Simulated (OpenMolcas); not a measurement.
Ni2+ with 6 ligands (bromide) in octahedral coordination (Oh) at 2.6 Å. A charge of +0.667 e stands 3.2 Å behind each ligand. Ligand basis ANO-RCC-VDZP.

* Program: OpenMolcas
* Method: CASSCF
* Basis: ANO-RCC-VTZP [6s5p3d2f1g]
* Scalar Hamiltonian: DKH2, point nucleus
* Active space: 8 electrons in 5 orbitals (3d)
* State averaging: 2S+1 = 3 even, 10 roots; 2S+1 = 1 even, 15 roots
* Spin-orbit coupling: state interaction with AMFI integrals over the reference wave functions

What is the spin-free ground state (labels of O, the rotations of Oh)?

3A2, 1-fold in its orbital part, 100 % from free-ion F terms; it has the highest spin that d8 allows.

Where is the first state of the same spin?

3T2 at 3210 cm-1 above the ground state.

What are the lowest two levels with spin-orbit coupling?

A 3-fold level T2, then a 2-fold level E 2928 cm-1 above it. Their leading multiplicities are 3 (100 %) and 3 (100 %).

What is χT at 300 K, and how does it compare with the textbook value?

The lowest level has 2S+1 = 3, for which the spin-only value is χT = S(S+1) / 2 = 1.000 cm3 K/mol (g = 2). The computed 1.876 at 300 K differs by +0.876, through orbital momentum, spin-orbit coupling and any other state in reach.

Which ligand-field parameters describe the states?

A least-squares ligand-field fit to the states below 45000 cm-1, each weighted by its degeneracy and with a free common offset, gives 10Dq = 3323 cm-1, B = 1271 cm-1 and C = 4662 cm-1 (C/B = 3.67), with an rms deviation of 67 cm-1. 

Without dynamic correlation the repulsion within the d shell is too large (B by tens of per cent), so at a given field states of lower spin stand too high. Ligand-to-metal charge-transfer states are missing. With no ligand orbital active B as a rule stays too high, so bands that hang on it stand too high and its fall with covalency is understated. With metal d orbitals alone and no dynamic correlation the field as a rule comes out too small, by tens of per cent, by up to half for chloride and softer ligands, and the orbital part of g and χT, which goes as 1/10Dq, too large. No measured value stands beside these numbers; the geometry was imposed, not optimised, and the real ion may take another.
